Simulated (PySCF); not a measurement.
Run record for `C=Cc1cs[cH+]s1`: PBE0/def2-SVPD, grid level 4, start guess sap, full TDDFT, 1 singlet.

Method: TDDFT PBE0/def2-SVPD, vertical, gas phase, core orbitals frozen in the response (PySCF 2.14.0, density-fitted response routines). Geometry: GFN2-xTB. A driver script takes a list of jobs; this job's settings line and coordinates (Å) are shown.

Command:
```bash
OMP_NUM_THREADS=1 python probes_run.py task.json out
```

Input:
```
{"job": {"kind": "uv", "xc": "PBE0", "basis": "def2-SVPD", "nstates": 1, "ntriplets": 5, "tda": false, "scf": {"guess": "sap"}, "grid": 4}, "charge": 1, "multiplicity": 1}
C     -2.316795    -0.300572     0.041250
C     -1.315920     0.564803     0.182883
C      0.082925     0.209449     0.122874
C      1.116528     1.085415     0.266616
S      2.709036     0.470578     0.163323
C      2.222943    -1.112212    -0.097209
S      0.579621    -1.441949    -0.149761
H     -2.155706    -1.353261    -0.131655
H     -3.340633     0.024538     0.096122
H     -1.514110     1.613289     0.354610
H      0.989268     2.139778     0.441356
H      2.944041    -1.900542    -0.228177
```

Output:
```
final grid: 278960 points
cycle   1  E = -960.7622091450  dE =  2.408e+01  |g| = 6.355e+00  |ddm| = 3.482e+01
cycle   2  E = -909.5965326944  dE =  5.117e+01  |g| = 1.158e+01  |ddm| = 2.300e+02
cycle   3  E = -978.0495460497  dE = -6.845e+01  |g| = 5.282e+00  |ddm| = 2.280e+02
cycle   4  E = -985.2743545535  dE = -7.225e+00  |g| = 2.823e+00  |ddm| = 3.918e+01
cycle   5  E = -987.2166109187  dE = -1.942e+00  |g| = 2.169e+00  |ddm| = 1.006e+01
cycle   6  E = -988.6397440008  dE = -1.423e+00  |g| = 5.833e-01  |ddm| = 7.112e+00
cycle   7  E = -988.6772504672  dE = -3.751e-02  |g| = 5.043e-01  |ddm| = 1.848e+00
cycle   8  E = -988.7367858069  dE = -5.954e-02  |g| = 1.219e-01  |ddm| = 7.724e-01
cycle   9  E = -988.7401293694  dE = -3.344e-03  |g| = 8.473e-02  |ddm| = 4.290e-01
cycle  10  E = -988.7422694384  dE = -2.140e-03  |g| = 2.809e-02  |ddm| = 2.527e-01
cycle  11  E = -988.7424612544  dE = -1.918e-04  |g| = 9.734e-03  |ddm| = 6.787e-02
cycle  12  E = -988.7424852818  dE = -2.403e-05  |g| = 2.160e-03  |ddm| = 2.142e-02
cycle  13  E = -988.7424863469  dE = -1.065e-06  |g| = 9.153e-04  |ddm| = 6.231e-03
cycle  14  E = -988.7424865682  dE = -2.213e-07  |g| = 3.677e-04  |ddm| = 2.502e-03
cycle  15  E = -988.7424866042  dE = -3.604e-08  |g| = 9.873e-05  |ddm| = 7.891e-04
cycle  16  E = -988.7424866071  dE = -2.897e-09  |g| = 4.653e-05  |ddm| = 4.614e-04
cycle  17  E = -988.7424866077  dE = -5.448e-10  |g| = 1.363e-05  |ddm| = 1.086e-04
converged SCF energy = -988.7424866077

Static polarisability (au): isotropic 89.083, principal 50.977 86.516 129.756

Singlet excitations
state   eV       nm        f      main configurations
  1   3.3698    367.9   0.04043   H->L 0.99

Triplet excitations (Tamm-Dancoff, eV): 2.4889 3.3002 3.8882 4.7610 5.0150
```

H and L stand for HOMO and LUMO; the number after each pair is its weight.

Give the mean polarisability as a volume in Å³, and the ratio of the largest to the smallest principal value.

89.083 au × 0.148185 = 13.20 Å³; 129.756/50.977 = 2.55.

Give S1 in cm⁻¹ and kJ/mol.

3.3698 eV × 8065.54 = 27179 cm⁻¹; × 96.485 = 325.1 kJ/mol.

In short: SCF converged in 17 cycles with 194 basis and 768 fitting functions; HOMO -11.89 eV, LUMO -7.71 eV; lowest singlet 3.37 eV; lowest triplet 2.49 eV (Tamm–Dancoff); mean polarisability 89.1 au.

Time: 78 s; peak memory 0.74 GiB. Hardware: one thread of an Intel Xeon Platinum 8488C (shared host).

Shape of the structure used: `[CH2:1]=[CH:2][c:3]1[cH:4][s:5][cH+:6][s:7]1`: C1–C2–C3–C4 180°.

One conformer stands for the species.
